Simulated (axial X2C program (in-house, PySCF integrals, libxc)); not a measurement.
# LiNi⁺: cheaper levels and CCSD(T), 2c

All values were computed with an in-house relativistic program for diatomic molecules. Two-component (2c) means X2C with spin–orbit coupling and atomic mean-field two-electron Coulomb and Gaunt terms. Basis: Ni dyall-cv3z [9s9p6d3f2g], Li dyall-cv3z [7s8p2d] (cores contracted in-house); Gaussian nuclei, density fitting, unrestricted open shells. Masses: Ni 57.935 u, Li 7.016 u.

State: Ω = 3 (⟨Sz⟩ = 1.00, ⟨Lz⟩ = 2.00 at HF); fragments Ni + Li+.

```
level  Re (Å)  ωe (cm⁻¹)
 PBE0   2.598      279.7
   HF   2.873      237.3
  MP2   2.691      288.3
 CCSD   2.753      262.1
 PW91   2.579      273.2
```

Correlated methods: 10 electrons correlated (number of frozen shells: Ni 3 s, 2 p; Li 1 s), 224 virtual spin orbitals or spinors in MP2, 90 natural virtuals in coupled cluster.

CCSD(T), same Hamiltonian and basis:

Re = 2.749 Å, ωe = 261.9 cm⁻¹; T1 = 0.035 (Lee–Taylor normalisation).

Question: Give the differences from CCSD(T) in the columns below.

Answer: 

| level | ΔRe (Å) | Δωe (cm⁻¹) |
| --- | --- | --- |
| PBE0 | -0.151 | 17.8 |
| HF | 0.124 | -24.6 |
| MP2 | -0.058 | 26.4 |
| CCSD | 0.004 | 0.2 |
| PW91 | -0.170 | 11.3 |

The state is a single determinant with fixed occupations, the lowest that a limited PBE0 search found. De is not given where an atomic determinant may have missed its ground term or J level, or where the truncated virtual space spoils (T). Density functionals use the spin component along the axis (collinear). Coupled cluster ran in a truncated set of natural virtual spinors; the MP2 energy of the rest was added. (T) has no such correction and the atoms are truncated less, which lowers De at CCSD(T) by a hundredth of an eV or more. PBE0 can misorder states that lie within some tenths of an eV, so this need not be the ground state of the molecule. The nearest other 2c determinant of the search, Ω = 2, lies 0.13 eV up at the distance of the search. Without a current term, density functionals place determinants with orbital angular momentum somewhat too high. The atomic limit has a lower orbital projection than the molecule and lies lower at mean-field level, so De may be about a tenth of an eV too small. With several unpaired electrons one determinant need not be a pure state. At some level and bond length an empty orbital lies below a filled one. The determinant is spin-polarised beyond a pure state at some levels (its spin-free form has ⟨S²⟩ too high), which makes Re and μ there less reliable.
